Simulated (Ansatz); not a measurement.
Reactions of `CO[SiH](C)[GeH3]`.

Gas-phase electronic energies from Ansatz, PBE0-D4/def2-TZVP geometries. CBS: MP2 limit from def2 TZ/QZ plus the TZ coupled-cluster correction, frozen cores. This one scheme is used for every species, atoms too. For atomizations the MP2-based limit and the directly extrapolated one differ by several kJ/mol either way, and by 10 to 25 for some Ge, Se and Sn compounds, so smaller differences from it don't rank the levels. DFT in def2-TZVPP. No spin–orbit coupling; open shells (•) take unrestricted orbitals. Spin–orbit coupling would lower the free atoms: a little for C, O, Si; clearly for Ge. For Ge outer-core shells are correlated without core-valence functions, so the limit isn't a true one: a few kJ/mol of doubt a bond, and 10 to 20 or more in all where bonds break to atoms. Scalar relativity is left out up to krypton. One conformer a species, not always the lowest.

```csv
reaction,PBE-D4 (kcal/mol),CCSD(T)/CBS(def2) (kcal/mol)
`CO[SiH](C)[GeH3]` + H–F → `C[SiH](F)[GeH3]` + CH₃OH,-9.2,-8.6
`CO[SiH](C)[GeH3]` + H₂S → `CO[SiH](C)S` + GeH₄,-13.2,-14.3
`CO[SiH](C)[GeH3]` → 2 C• + Ge• + 10 H• + O• + Si•,1241.6,1239.0
`CO[SiH](C)[GeH3]` + `[CH3][Al]([OH])[F]` → `CO[SiH](C)O` + `[CH3][Al]([F])[GeH3]`,3.8,3.4
`CO[SiH](C)[GeH3]` + H₂ → `C[SiH2][GeH3]` + CH₃OH,15.8,17.3
`CO[SiH](C)[GeH3]` → `CO[Si]C` + GeH₄,46.4,47.0
`CO[SiH](C)[GeH3]` + HCl → `C[SiH](Cl)[GeH3]` + CH₃OH,-3.4,-2.0
`CO[SiH](C)[GeH3]` → `C[SiH2][GeH3]` + `C=O`,45.1,47.2
`CO[SiH](C)[GeH3]` + `N[SiH2][SiH3]` → `[SiH3][SiH2][NH][GeH3]` + `CO[SiH2]C`,5.1,1.2
`CO[SiH](C)[GeH3]` → `C[O][GeH3]` + `C[SiH]`,77.7,77.1
```

Largest T1 diagnostic: 0.015, for `C=O`.
